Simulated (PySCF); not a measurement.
**Electronic absorption of C7H7P**

Compound: C7H7P.
SMILES: `C1=CP2C=CC1C=C2`

Computed, not measured: PySCF 2.14.0, density-fitted response routines, TDDFT B3LYP/def2-SVPD, vertical, gas phase, core orbitals frozen in the response. Geometry: GFN2-xTB; no solvent, vibrations or thermal averaging.

Problem. What does the calculation give for the low-lying excited states?

Solution. 

```csv
state,E (eV),ν̃ (cm⁻¹),f,symmetry,"main configurations (H = HOMO, L = LUMO)"
S1,4.57,36860,0.0006,–,H→L/L+1 (≥95%)
S2,4.57,36870,0.0006,–,H→L/L+1 (≥95%)
S3,4.74,38260,0.0058,E,H-1→L/L+1 (≥96%)
S4,4.75,38270,0.0059,E,H-1→L/L+1 (≥96%)
S5,5.62,45360,0.0000,–,H-3/H-2→L/L+1 (98%)
S6,5.78,46630,0.0008,–,H-3/H-2→L/L+1 (≥91%)
S7,5.78,46630,0.0008,–,H-3/H-2→L/L+1 (≥83%)
```

Triplets (Tamm–Dancoff): T1 3.51 eV, H→L/L+1 (≥86%); T2 3.52 eV, H→L/L+1 (≥86%).

The lowest singlet level (S1/S2) comes at 271 nm (441 kJ/mol) in the ultraviolet; it is very weak. The most intense listed level is S3/S4 at 4.74 eV (261 nm, f = 0.012 summed), 0.17 eV above S1. S1/S2, S3/S4 and S6/S7 lie within about 0.01 eV of each other in each set; the point group C3v has degenerate representations, and within a degenerate level the listed configurations can mix freely. Löwdin shares by element: HOMO carbon 63% or more (atoms not listed hold the other 37%); LUMO (one of a set within 0.03 eV) carbon 49% or more, phosphorus 10% (atoms not listed hold the other 41%). Of the 7 states listed, none reaches f = 0.01 and 1 stays under 0.0005. The oscillator strengths of these states sum to 0.014; summed over the whole spectrum of an exact calculation they would give the number of electrons, 64 (Thomas–Reiche–Kuhn). Orbital energies (eV): HOMO-3 -7.83, HOMO-2 -7.83, HOMO-1 -6.83, HOMO -6.41, LUMO -0.99, LUMO+1 -0.99, LUMO+2 0.47. Symmetry labels in C3v follow from the direction of the transition dipole and are given only for states with f of 0.002 or more. Orbitals of the list HOMO-3 to LUMO+2 that lie within 0.01 eV of each other are written together with a slash and their weights summed (≥ marks a lower bound); for degenerate orbitals outside that list single weights are arbitrary. Only the lowest 8 singlets were computed, as vertical energies without vibronic structure. The highest level found (6.01 eV, f 0.0000 so far) is left out, since the window may have cut off a degenerate partner.
